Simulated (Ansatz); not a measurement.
Born–Oppenheimer molecular dynamics of C2H6BNS2 (12 atoms, charge 0, multiplicity 1). It starts at the highest image of a converged band. Of that band: Neighbouring images differ by up to 2.6 eV, so the band resolves the path poorly. A vibrational analysis at the climbing image gives one clearly imaginary mode, 1694i cm⁻¹: a first-order saddle point.

The calculation used Ansatz 0.2.0, RKS PBE0-D4/def2-SVP.

* ensemble: NVE (velocity Verlet)
* time step: 0.5 fs
* steps asked: 200
* starting velocities drawn for: 300 K
* seed: 8400

Frames 0.5 fs apart, positions in Å, forces in eV/Å.

Velocities at 75.0 fs (Å/ps):

```
C 6.44 -0.64 -14.37
C -26.21 -11.45 12.32
S 0.75 11.54 6.48
S 1.06 -10.01 -5.04
B 1.54 3.51 -2.40
N 6.60 2.47 1.88
H 34.09 11.30 12.67
H 6.37 13.54 30.31
H -16.24 2.55 -41.08
H 75.72 19.65 -23.74
H -5.67 -10.04 2.12
H -24.74 -13.45 -2.04
```

```xyz
12
Properties=species:S:1:pos:R:3:forces:R:3 time_fs=75.0 energy_less_start_eV=-1.560 T=1506
C 0.611 -0.295 1.726 0.93 -1.17 -0.27
C 0.102 0.378 0.510 -0.18 1.32 -2.80
S 1.245 1.768 -0.191 1.01 -3.00 -1.56
S 1.617 -0.247 -1.714 -0.20 2.06 0.75
B -0.132 -0.048 -1.116 1.34 -0.67 3.09
N -1.232 -0.409 -1.867 -0.22 0.27 -1.19
H 1.633 -0.596 1.526 0.74 -0.13 0.17
H 0.139 -1.239 2.062 -0.51 0.35 -0.32
H 0.591 0.432 2.525 0.15 0.17 0.68
H -0.467 1.193 0.833 -2.96 0.81 0.74
H -2.224 -0.314 -1.658 0.38 -0.03 0.15
H -1.021 -0.535 -2.867 -0.46 0.02 0.56
12
Properties=species:S:1:pos:R:3:forces:R:3 time_fs=75.5 energy_less_start_eV=-1.386 T=1373
C 0.614 -0.296 1.719 1.16 -1.44 -0.18
C 0.089 0.372 0.516 0.45 0.76 -3.37
S 1.246 1.774 -0.188 1.05 -3.04 -1.63
S 1.617 -0.252 -1.717 -0.23 2.08 0.79
B -0.131 -0.046 -1.117 1.40 -0.65 3.14
N -1.229 -0.408 -1.866 -0.64 0.24 -1.23
H 1.651 -0.590 1.533 0.36 -0.05 0.15
H 0.142 -1.231 2.077 -0.47 0.31 -0.39
H 0.583 0.434 2.505 0.19 0.37 0.94
H -0.432 1.204 0.822 -3.51 1.41 1.08
H -2.226 -0.319 -1.657 0.60 -0.03 0.16
H -1.034 -0.542 -2.867 -0.36 0.03 0.54
12
Properties=species:S:1:pos:R:3:forces:R:3 time_fs=76.0 energy_less_start_eV=-1.229 T=1253
C 0.618 -0.296 1.712 1.40 -1.62 -0.03
C 0.076 0.367 0.522 0.81 0.49 -3.77
S 1.246 1.779 -0.185 1.08 -3.07 -1.69
S 1.618 -0.257 -1.719 -0.26 2.10 0.83
B -0.130 -0.044 -1.117 1.43 -0.64 3.15
N -1.226 -0.406 -1.866 -0.98 0.22 -1.20
H 1.670 -0.585 1.540 -0.03 0.02 0.12
H 0.143 -1.224 2.091 -0.41 0.27 -0.46
H 0.575 0.436 2.488 0.23 0.51 1.12
H -0.406 1.218 0.814 -3.77 1.71 1.27
H -2.227 -0.324 -1.655 0.76 -0.03 0.18
H -1.048 -0.549 -2.866 -0.25 0.03 0.46
12
Properties=species:S:1:pos:R:3:forces:R:3 time_fs=76.5 energy_less_start_eV=-1.113 T=1163
C 0.621 -0.297 1.705 1.60 -1.69 0.20
C 0.063 0.361 0.526 0.89 0.62 -3.98
S 1.246 1.785 -0.182 1.09 -3.09 -1.74
S 1.618 -0.262 -1.722 -0.28 2.11 0.87
B -0.128 -0.043 -1.117 1.43 -0.63 3.13
N -1.223 -0.405 -1.865 -1.23 0.20 -1.11
H 1.689 -0.579 1.547 -0.39 0.08 0.08
H 0.143 -1.215 2.104 -0.36 0.22 -0.52
H 0.568 0.440 2.473 0.27 0.57 1.21
H -0.389 1.236 0.808 -3.73 1.60 1.29
H -2.226 -0.330 -1.653 0.83 -0.02 0.22
H -1.062 -0.555 -2.864 -0.13 0.03 0.34
12
Properties=species:S:1:pos:R:3:forces:R:3 time_fs=77.0 energy_less_start_eV=-1.037 T=1103
C 0.625 -0.299 1.698 1.75 -1.63 0.51
C 0.051 0.356 0.530 0.78 1.11 -4.02
S 1.247 1.790 -0.179 1.07 -3.11 -1.77
S 1.619 -0.266 -1.724 -0.29 2.12 0.91
B -0.126 -0.042 -1.116 1.41 -0.64 3.06
N -1.220 -0.404 -1.865 -1.37 0.20 -0.98
H 1.707 -0.574 1.554 -0.70 0.12 0.03
H 0.143 -1.206 2.115 -0.31 0.16 -0.56
H 0.562 0.445 2.461 0.32 0.54 1.20
H -0.381 1.258 0.806 -3.47 1.11 1.18
H -2.223 -0.335 -1.651 0.83 0.00 0.27
H -1.077 -0.562 -2.861 -0.01 0.02 0.19
12
Properties=species:S:1:pos:R:3:forces:R:3 time_fs=77.5 energy_less_start_eV=-0.988 T=1065
C 0.630 -0.301 1.690 1.82 -1.45 0.87
C 0.038 0.351 0.533 0.59 1.84 -3.94
S 1.248 1.794 -0.177 1.01 -3.13 -1.79
S 1.619 -0.270 -1.726 -0.30 2.13 0.96
B -0.124 -0.041 -1.114 1.35 -0.66 2.95
N -1.217 -0.402 -1.865 -1.39 0.20 -0.82
H 1.723 -0.568 1.562 -0.95 0.14 -0.04
H 0.142 -1.196 2.125 -0.26 0.10 -0.60
H 0.556 0.451 2.452 0.37 0.42 1.09
H -0.382 1.283 0.806 -3.08 0.37 0.98
H -2.218 -0.340 -1.647 0.74 0.03 0.33
H -1.091 -0.568 -2.858 0.11 0.01 0.02
12
Properties=species:S:1:pos:R:3:forces:R:3 time_fs=78.0 energy_less_start_eV=-0.949 T=1034
C 0.635 -0.303 1.683 1.80 -1.16 1.25
C 0.026 0.347 0.535 0.39 2.63 -3.80
S 1.249 1.799 -0.174 0.93 -3.15 -1.79
S 1.620 -0.274 -1.728 -0.31 2.14 1.00
B -0.122 -0.040 -1.111 1.27 -0.69 2.81
N -1.215 -0.401 -1.865 -1.31 0.21 -0.65
H 1.737 -0.561 1.569 -1.13 0.14 -0.11
H 0.140 -1.187 2.134 -0.22 0.03 -0.63
H 0.552 0.458 2.446 0.43 0.23 0.91
H -0.389 1.309 0.809 -2.65 -0.43 0.75
H -2.212 -0.345 -1.643 0.58 0.05 0.40
H -1.106 -0.575 -2.855 0.22 -0.01 -0.15
12
Properties=species:S:1:pos:R:3:forces:R:3 time_fs=78.5 energy_less_start_eV=-0.908 T=1002
C 0.640 -0.305 1.677 1.68 -0.79 1.64
C 0.013 0.343 0.536 0.26 3.34 -3.61
S 1.250 1.803 -0.172 0.83 -3.17 -1.77
S 1.620 -0.278 -1.730 -0.32 2.15 1.05
B -0.119 -0.039 -1.108 1.16 -0.73 2.63
N -1.213 -0.399 -1.865 -1.13 0.23 -0.49
H 1.748 -0.555 1.576 -1.23 0.12 -0.19
H 0.138 -1.177 2.141 -0.17 -0.04 -0.65
H 0.548 0.466 2.441 0.49 0.01 0.69
H -0.404 1.333 0.814 -2.23 -1.18 0.52
H -2.204 -0.350 -1.639 0.36 0.08 0.48
H -1.120 -0.581 -2.852 0.31 -0.02 -0.30
12
Properties=species:S:1:pos:R:3:forces:R:3 time_fs=79.0 energy_less_start_eV=-0.864 T=968
C 0.646 -0.307 1.671 1.47 -0.38 1.98
C 0.001 0.339 0.536 0.19 3.92 -3.40
S 1.251 1.807 -0.170 0.72 -3.19 -1.74
S 1.621 -0.282 -1.732 -0.33 2.16 1.10
B -0.116 -0.038 -1.104 1.02 -0.77 2.42
N -1.211 -0.398 -1.865 -0.88 0.24 -0.36
H 1.756 -0.548 1.583 -1.25 0.09 -0.28
H 0.135 -1.167 2.147 -0.13 -0.11 -0.65
H 0.546 0.474 2.439 0.54 -0.23 0.45
H -0.423 1.355 0.820 -1.85 -1.82 0.31
H -2.195 -0.355 -1.632 0.10 0.10 0.57
H -1.133 -0.587 -2.849 0.39 -0.02 -0.40
12
Properties=species:S:1:pos:R:3:forces:R:3 time_fs=79.5 energy_less_start_eV=-0.821 T=936
C 0.651 -0.310 1.665 1.16 0.05 2.25
C -0.011 0.337 0.536 0.21 4.34 -3.16
S 1.252 1.811 -0.167 0.60 -3.20 -1.71
S 1.621 -0.286 -1.734 -0.34 2.17 1.16
B -0.113 -0.038 -1.100 0.86 -0.82 2.18
N -1.209 -0.396 -1.866 -0.59 0.26 -0.27
H 1.761 -0.541 1.589 -1.19 0.04 -0.36
H 0.132 -1.157 2.151 -0.09 -0.18 -0.65
H 0.545 0.481 2.437 0.59 -0.45 0.23
H -0.447 1.373 0.827 -1.51 -2.31 0.14
H -2.186 -0.360 -1.625 -0.16 0.12 0.64
H -1.145 -0.594 -2.848 0.46 -0.02 -0.44
12
Properties=species:S:1:pos:R:3:forces:R:3 time_fs=80.0 energy_less_start_eV=-0.787 T=910
C 0.658 -0.312 1.659 0.76 0.46 2.46
C -0.024 0.335 0.536 0.29 4.60 -2.91
S 1.253 1.814 -0.165 0.49 -3.21 -1.68
S 1.621 -0.289 -1.736 -0.35 2.18 1.22
B -0.109 -0.037 -1.095 0.69 -0.87 1.92
N -1.208 -0.395 -1.866 -0.31 0.27 -0.22
H 1.764 -0.534 1.594 -1.06 -0.03 -0.45
H 0.129 -1.149 2.154 -0.05 -0.25 -0.64
H 0.545 0.487 2.436 0.63 -0.64 0.03
H -0.474 1.384 0.834 -1.22 -2.67 -0.01
H -2.177 -0.364 -1.616 -0.39 0.14 0.70
H -1.157 -0.601 -2.848 0.51 0.00 -0.42
12
Properties=species:S:1:pos:R:3:forces:R:3 time_fs=80.5 energy_less_start_eV=-0.769 T=896
C 0.664 -0.315 1.654 0.28 0.86 2.58
C -0.036 0.334 0.534 0.43 4.73 -2.64
S 1.254 1.818 -0.164 0.37 -3.20 -1.66
S 1.621 -0.293 -1.738 -0.36 2.20 1.28
B -0.106 -0.037 -1.090 0.51 -0.93 1.65
N -1.206 -0.393 -1.867 -0.07 0.28 -0.19
H 1.763 -0.526 1.598 -0.84 -0.11 -0.53
H 0.126 -1.140 2.155 0.00 -0.31 -0.62
H 0.547 0.492 2.436 0.66 -0.79 -0.13
H -0.504 1.390 0.841 -0.96 -2.91 -0.13
H -2.169 -0.368 -1.605 -0.56 0.14 0.74
H -1.167 -0.607 -2.849 0.54 0.03 -0.34
```

Of the whole run (100 fs, mean temperature of the second half 1378 K): The conserved energy stayed within 0.57 meV per atom of its start (net change -0.27 meV per atom), so the integration is sound. The system heated up, since it started high on the potential surface and ran downhill. A run of 0.1 ps of so small a system gives no equilibrium averages. The orbitals stay closed-shell, which can raise the energy where a bond breaks towards radicals; this wasn't checked here.

The run took 11 min on 2 threads of Arm Neoverse V2 (shared host), peak memory 0.31 GiB.
